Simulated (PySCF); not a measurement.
Identify the unknown among the candidates.

All candidates are C6H9FOS.

| technique | computed result |
| --- | --- |
| 1H NMR | chemical shifts (computed TMS as zero) by class: 7.08 (1 H), 5.05 (1 H), 3.22 (1 H), 2.83 (1 H), 2.80 (1 H), 2.64 (1 H), 2.63 (1 H), 2.35 (1 H), 1.78 (1 H) ppm [GIAO PBE0/pcSseg-1] |
| 13C NMR | chemical shifts (computed TMS as zero) by class: 160.8 (1 C), 113.5 (1 C), 75.1 (1 C), 52.0 (1 C), 31.8 (1 C), 21.2 (1 C) ppm [GIAO PBE0/pcSseg-1] |
| NMR, other nuclei | isotropic shieldings of nuclei other than C and H, by class: 205 (1 O), 296 (1 F), 132 (1 S) ppm [GIAO PBE0/pcSseg-1] |
| Rotational structure | rotational constants A, B, C: 2.274, 0.929, 0.801 GHz [GFN2-xTB] |
| Dipole | 3.43 D [PBE0/pcSseg-1] |

Electronic properties: PySCF, gas phase, density fitting. Levels stand in brackets. Isolated species at its GFN2-xTB geometry (one conformer only). Each NMR value is the plain mean over a class of atoms that symmetry, rotation or inversion makes alike.

Question: Which candidate is it?
A. `O=[S@@]1CC[C@H]1C/C=C\F`
B. `C/C=C/[C@H](F)OC(C)=S`
C. `O=C1CCSC[C@H]1CF`
D. `C[C@@H]1SC[C@H](CF)C1=O`
E. `CCOCSC1=C(F)C1`

Answer: A. It is `O=[S@@]1CC[C@H]1C/C=C\F`. Numbering: `[O:1]=[S@@:2]1[CH2:3][CH2:4][C@H:5]1[CH2:6]/[CH:7]=[CH:8]\[F:9]`. 6 carbons fall into 6 classes; from least to most shielded: vinylic C–F carbon [C8] (160.8 ppm), alkene CH carbon [C7] (113.5 ppm), ring sp3 carbon bound to sulfur [C5] (75.1 ppm), ring sp3 carbon bound to sulfur [C3] (52.0 ppm), allylic carbon [C6] (31.8 ppm), four-membered-ring carbon [C4] (21.2 ppm). Hydrogen classes from least to most shielded: 1 H on a vinylic C–F carbon, C8 (7.08 ppm), 1 H on an alkene CH carbon, C7 (5.05 ppm), 1 H on an sp3 carbon bound to sulfur, C3 (3.22 ppm), 1 H on an sp3 carbon bound to sulfur, C5 (2.83 ppm), 1 H on an allylic carbon, C6 (2.80 ppm), 1 H on a four-membered-ring carbon, C4 (2.64 ppm), 1 H on an sp3 carbon bound to sulfur, C3 (2.63 ppm), 1 H on an allylic carbon, C6 (2.35 ppm), 1 H on a four-membered-ring carbon, C4 (1.78 ppm). The other shieldings belong to: 205 ppm, sulfinyl oxygen [O1]; 296 ppm, vinyl fluorine [F9]; 132 ppm, sulfinyl sulfur [S2]. The optimised geometry has point group C1 and is an asymmetric top.

The others, at the same levels:
- `C/C=C/[C@H](F)OC(C)=S` fails: its computed 13C shifts are 228.1 (1 C), 143.3 (1 C), 129.3 (1 C), 108.0 (1 C), 33.2 (1 C), 21.8 (1 C) ppm, 1H shifts are 6.92 (1 H), 6.37 (1 H), 5.77 (1 H), 3.03 (3 H), 2.02 (3 H) ppm and smallest rotational constant is 0.576 GHz (against 0.801 GHz).
- `CCOCSC1=C(F)C1` fails: its computed 13C shifts are 153.1 (1 C), 82.0 (1 C), 78.8 (1 C), 65.6 (1 C), 27.3 (1 C), 13.1 (1 C) ppm, 1H shifts are 5.42 (2 H), 4.05 (2 H), 2.28 (2 H), 1.26 (3 H) ppm and rotational constant A is 2.446 GHz (against 2.274 GHz).
- `C[C@@H]1SC[C@H](CF)C1=O` fails: its computed 13C shifts are 220.5 (1 C), 89.2 (1 C), 57.7 (1 C), 52.0 (1 C), 36.1 (1 C), 23.1 (1 C) ppm, 1H shifts are 5.31 (1 H), 4.45 (1 H), 3.45 (1 H), 3.30 (1 H), 3.02 (1 H), 2.95 (1 H), 1.37 (3 H) ppm and rotational constant A is 2.100 GHz (against 2.274 GHz).
- `O=C1CCSC[C@H]1CF` fails: its computed 13C shifts are 215.0 (1 C), 86.3 (1 C), 58.4 (1 C), 49.5 (1 C), 42.4 (1 C), 40.1 (1 C) ppm, 1H shifts are 5.10 (1 H), 4.55 (1 H), 3.35 (1 H), 2.89 (1 H), 2.87 (1 H), 2.85 (1 H), 2.63 (1 H), 2.56 (1 H), 2.56 (1 H) ppm and rotational constant A is 1.960 GHz (against 2.274 GHz).

Each candidate is one conformer, not necessarily the lowest. Dipoles, sizes and rotational constants follow the conformer. The torsions of the flexible species, by atom-mapped SMILES:
- `[O:1]=[S@@:2]1[CH2:3][CH2:4][C@H:5]1[CH2:6]/[CH:7]=[CH:8]\[F:9]`: C4–C5–C6–C7 166°, C5–C6–C7–C8 -111°
- `[CH3:1]/[CH:2]=[CH:3]/[C@H:4]([F:5])[O:6][C:7]([CH3:8])=[S:9]`: C2–C3–C4–F5 126°, C3–C4–O6–C7 -172°, C4–O6–C7–C8 -2°
- `[CH3:1][CH2:2][O:3][CH2:4][S:5][C:6]1=[C:7]([F:8])[CH2:9]1`: C1–C2–O3–C4 64°, C2–O3–C4–S5 65°, O3–C4–S5–C6 -173°, C4–S5–C6–C7 -3°

The conformers of `C[C@@H]1SC[C@H](CF)C1=O` and `O=C1CCSC[C@H]1CF` aren't listed.
